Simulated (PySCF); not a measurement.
## Finite-field polarisability of Ar (argon, neutral)

[Ar], closed-shell 1S. Computed with PySCF 2.14 in def2-TZVPPD (6s6p4d1f, 51 functions), with no relativity, point nucleus. Frozen: [Ne]. Energy changes in a uniform field (μhartree):

```tsv
axis	F (au)	HF	MP2	CCSD	CCSD(T)
x	0.0043	-99.421	-101.978	-101.449	-102.056
x	0.0086	-397.779	-408.027	-405.910	-408.341
```

(1) Derive α along x at CCSD(T) from the two fields.

(2) And the mean polarisability at each level?

## Answers

(1) With ΔE = −αF²/2 − γF⁴/24, α = −(16 ΔE(F) − ΔE(2F))/(6F²) = 11.04 bohr³.

(2) HF 10.75, MP2 11.03, CCSD 10.97, CCSD(T) 11.04 bohr³. Reference: 11.083 ± 0.007 bohr³ (recommended; Schwerdtfeger and Nagle, table of static dipole polarizabilities (2023 update)).
